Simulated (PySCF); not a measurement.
A species of formula GeH6O2Si has this rotational fingerprint, computed with PBE0-D3(BJ)/def2-SVP geometry optimisation, gas phase (PySCF 2.14.0):

* Rotational constants: A = 8959, B = 1700, C = 1481 MHz
* Dipole components: |μa| = 0.73 D, |μb| = 1.30 D, |μc| = 0.00 D
* Inertial defect: -12.47 u·Å²
* κ: -0.94

Problem. Which structure is it? (One computed conformer of each.)
A. `[OH:1][SiH2:2][O:3][GeH3:4]` with H–O1–Si2–O3 180°, O1–Si2–O3–Ge4 0°
B. `[OH:1][SiH:2]([OH:3])[GeH3:4]` with H–O1–Si2–O3 -48°, O1–Si2–O3–H 146°

Solution. A. It is O[SiH2][O][GeH3], a near-prolate asymmetric top, point group Cs. The candidates at the same level (rigid rotor, commonest isotopes):

```
          SMILES  A (MHz)  B (MHz)  C (MHz)  μa (D)  μb (D)  μc (D)  Δ (u·Å²)  point group                        rotor
 O[SiH](O)[GeH3]     6192     1782     1503    1.73    1.13    1.18    -29.00            –               asymmetric top
O[SiH2][O][GeH3]     8959     1700     1481    0.73    1.30    0.00    -12.47           Cs  near-prolate asymmetric top
```

`O[SiH](O)[GeH3]` has A 31 % too low. In the right answer the mirror of this Cs structure is the ab plane, so μc vanishes by symmetry. No structure here is proved a minimum.
